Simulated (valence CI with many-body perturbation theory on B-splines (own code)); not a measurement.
# Energy levels of Tc30+

Computed by configuration interaction combined with many-body perturbation theory (CI+MBPT): three valence electrons over a frozen Dirac-Fock core [Ne], radial functions for each j: 11 s, 11 p, 10 d, 8 f, 5 g, 2 h, with the one-electron correlation potential Σ1 (screened to all orders), the two-electron term Σ2, the three-electron term Σ3, Breit, model QED; selected single and double excitations, second order for the rest, scaled by the run's own slope (own B-spline code, finite nucleus).

No measured spectrum was set against this ion. As an estimate, large intervals hold to a few tenths of a per cent, small ones and those within an open d or f shell to about a per cent.

Levels 1 to 45 of 154, with energies above the lowest level, 3s2 3p 2P°_1/2. "Leading %" is the weight of the configuration and term that name the level; weights of strongly mixed levels are sums over their largest components and can fall short, so below about 35 % the name and the second component can differ from the true leading terms, or belong to a minority configuration. In the jj column 3d3/2^4 stands for four electrons in 3d with j = 3/2. Lifetimes count E1, E2, E3, M1 and M2 decay at the calculated energies, and are blank where another channel may lead or the interval is too uncertain; long ones can be off by a factor of two.

| No. | Configuration | Term | J | E (cm⁻¹) | Leading % | Second component | Lifetime | Leading jj |
| --- | --- | --- | --- | --- | --- | --- | --- | --- |
| 1 | 3s2 3p | 2P° | 1/2 | 0 | 98 |  |  | 3s^2 3p1/2 (98 %) |
| 2 | 3s2 3p | 2P° | 3/2 | 228200 | 98 |  | 9.35 μs | 3s^2 3p3/2 (98 %) |
| 3 | 3s 3p2 | 4P | 1/2 | 562050 | 81 | 15 % 3s 3p2 2S | 325 ps | 3s 3p1/2^2 (83 %) |
| 4 | 3s 3p2 | 4P | 3/2 | 709450 | 96 |  | 3.08 ns | 3s 3p1/2 3p3/2 (97 %) |
| 5 | 3s 3p2 | 4P | 5/2 | 768080 | 62 | 35 % 3s 3p2 2D | 503 ps | 3s 3p1/2 3p3/2 (88 %) |
| 6 | 3s 3p2 | 2D | 3/2 | 863350 | 73 | 12 % 3s2 3d 2D | 38.8 ps | 3s 3p1/2 3p3/2 (79 %) |
| 7 | 3s 3p2 | 2P | 1/2 | 937080 | 69 | 17 % 3s 3p2 2S | 8.07 ps | 3s 3p1/2 3p3/2 (78 %) |
| 8 | 3s 3p2 | 2D | 5/2 | 977320 | 50 | 36 % 3s 3p2 4P | 272 ps | 3s 3p3/2^2 (80 %) |
| 9 | 3s2 3d | 2D | 3/2 | 1138800 | 53 | 44 % 3s 3p2 2P | 6.08 ps | 3s^2 3d3/2 (53 %) |
| 10 | 3s 3p2 | 2S | 1/2 | 1166700 | 67 | 25 % 3s 3p2 2P | 11.0 ps | 3s 3p3/2^2 (91 %) |
| 11 | 3s 3p2 | 2P | 3/2 | 1216700 | 41 | 33 % 3s2 3d 2D | 5.98 ps | 3s 3p3/2^2 (63 %) |
| 12 | 3s2 3d | 2D | 5/2 | 1222000 | 82 | 14 % 3s 3p2 2D | 9.56 ps | 3s^2 3d5/2 (82 %) |
| 13 | 3p3 | 2D° | 3/2 | 1469200 | 30 | 30 % 3p3 2P° | 20.6 ps | 3p1/2^2 3p3/2 (79 %) |
| 14 | 3s 3p 3d | 4F° | 3/2 | 1569100 | 81 | 10 % 3s 3p 3d 2D° | 71.1 ps | 3s 3p1/2 3d3/2 (88 %) |
| 15 | 3s 3p 3d | 4F° | 5/2 | 1586600 | 34 | 31 % 3s 3p 3d 2D° | 292 ps | 3s 3p1/2 3d3/2 (63 %) |
| 16 | 3p3 | 4S° | 3/2 | 1634100 | 52 | 22 % 3p3 2D° | 11.0 ps | 3p1/2 3p3/2^2 (72 %) |
| 17 | 3s 3p 3d | 4F° | 5/2 | 1635600 | 50 | 26 % 3p3 2D° | 48.6 ps | 3s 3p1/2 3d5/2 (50 %) |
| 18 | 3s 3p 3d | 4F° | 7/2 | 1684500 | 77 | 15 % 3s 3p 3d 4D° | 67.2 ps | 3s 3p1/2 3d5/2 (76 %) |
| 19 | 3s 3p 3d | 4D° | 3/2 | 1702000 | 55 | 29 % 3s 3p 3d 4P° | 8.77 ps | 3s 3p1/2 3d3/2 (62 %) |
| 20 | 3s 3p 3d | 4D° | 1/2 | 1704300 | 80 | 11 % 3s 3p 3d 2P° | 7.41 ps | 3s 3p1/2 3d3/2 (84 %) |
| 21 | 3s 3p 3d | 4P° | 5/2 | 1707600 | 50 | 24 % 3s 3p 3d 4D° | 12.9 ps | 3s 3p1/2 3d5/2 (81 %) |
| 22 | 3p3 | 2P° | 1/2 | 1760300 | 82 | 16 % 3s 3p 3d 2P° | 11.6 ps | 3p1/2 3p3/2^2 (82 %) |
| 23 | 3s 3p 3d | 2F° | 5/2 | 1812100 | 78 | 15 % 3p3 2D° | 14.4 ps | 3s 3p1/2 3d5/2 (51 %) |
| 24 | 3s 3p 3d | 4F° | 9/2 | 1830500 | 100 |  | 15.2 μs | 3s 3p3/2 3d5/2 (100 %) |
| 25 | 3s 3p 3d | 2D° | 3/2 | 1846400 | 46 | 11 % 3p3 2P° | 7.08 ps | 3s 3p3/2 3d3/2 (37 %) |
| 26 | 3s 3p 3d | 4D° | 5/2 | 1867900 | 61 | 14 % 3s 3p 3d 4P° | 8.16 ps | 3s 3p3/2 3d3/2 (81 %) |
| 27 | 3s 3p 3d | 4D° | 7/2 | 1870500 | 76 | 19 % 3s 3p 3d 4F° | 10.1 ps | 3s 3p3/2 3d5/2 (50 %) |
| 28 | 3s 3p 3d | 4P° | 1/2 | 1871900 | 90 | 10 % 3s 3p 3d 4D° | 10.5 ps | 3s 3p3/2 3d3/2 (97 %) |
| 29 | 3s 3p 3d | 4P° | 3/2 | 1872200 | 36 | 22 % 3s 3p 3d 4D° | 9.47 ps | 3s 3p3/2 3d3/2 (64 %) |
| 30 | 3s 3p 3d | 4P° | 3/2 | 1891000 | 25 | 20 % 3s 3p 3d 2P° | 14.5 ps | 3s 3p3/2 3d5/2 (42 %) |
| 31 | 3s 3p 3d | 2D° | 5/2 | 1935900 | 54 | 29 % 3s 3p 3d 4P° | 11.3 ps | 3s 3p3/2 3d5/2 (88 %) |
| 32 | 3s 3p 3d | 2D° | 3/2 | 1996900 | 57 | 15 % 3p3 2P° | 4.86 ps | 3s 3p3/2 3d3/2 (39 %) |
| 33 | 3s 3p 3d | 2F° | 7/2 | 2007600 | 98 |  | 12.9 ps | 3s 3p3/2 3d5/2 (67 %) |
| 34 | 3s 3p 3d | 2F° | 7/2 | 2084500 | 88 | 8 % 3s 3p 3d 4D° | 7.22 ps | 3s 3p3/2 3d5/2 (72 %) |
| 35 | 3s 3p 3d | 2F° | 5/2 | 2084900 | 83 | 10 % 3s 3p 3d 2D° | 4.94 ps | 3s 3p3/2 3d3/2 (84 %) |
| 36 | 3s 3p 3d | 2P° | 1/2 | 2090100 | 87 | 9 % 3s 3p 3d 4D° | 6.55 ps | 3s 3p3/2 3d5/2 (49 %) |
| 37 | 3s 3p 3d | 2P° | 1/2 | 2126200 | 83 | 15 % 3p3 2P° | 4.71 ps | 3s 3p3/2 3d3/2 (47 %) |
| 38 | 3s 3p 3d | 2P° | 3/2 | 2153500 | 82 | 10 % 3s 3p 3d 2D° | 5.53 ps | 3s 3p3/2 3d5/2 (85 %) |
| 39 | 3s 3p 3d | 2D° | 5/2 | 2162000 | 71 | 13 % 3s 3p 3d 2F° | 4.46 ps | 3s 3p3/2 3d5/2 (80 %) |
| 40 | 3s 3p 3d | 2P° | 3/2 | 2180600 | 21 | 18 % 3p3 2P° | 3.86 ps | 3s 3p3/2 3d3/2 (34 %) |
| 41 | 3p2 3d | 4F | 3/2 | 2307900 | 53 | 18 % 3p2 3d 2D | 18.8 ps | 3p1/2^2 3d3/2 (92 %) |
| 42 | 3p2 3d | 4F | 5/2 | 2381000 | 35 | 26 % 3p2 3d 4D | 17.8 ps | 3p1/2^2 3d5/2 (78 %) |
| 43 | 3p2 3d | 2F | 5/2 | 2444700 | 59 | 32 % 3p2 3d 4F | 24.4 ps | 3p1/2 3p3/2 3d3/2 (85 %) |
| 44 | 3p2 3d | 2P | 3/2 | 2479500 | 42 | 31 % 3p2 3d 4F | 11.6 ps | 3p1/2 3p3/2 3d3/2 (90 %) |
| 45 | 3p2 3d | 2F | 7/2 | 2482800 | 46 | 21 % 3p2 3d 4F | 21.7 ps | 3p1/2 3p3/2 3d3/2 (71 %) |

Names give the largest LS component (configuration and term), which can be under half, so a name can repeat, a term be missing and a line seem to break the LS rules; names also repeat where a configuration has a term twice.

The ionisation energy to 3s2 1S_0 of the next ion comes out as 1704.8 eV (NIST: 1689 ± 8 eV (semi-empirical)). All 154 levels together are meant to be complete up to 6738500 cm⁻¹.
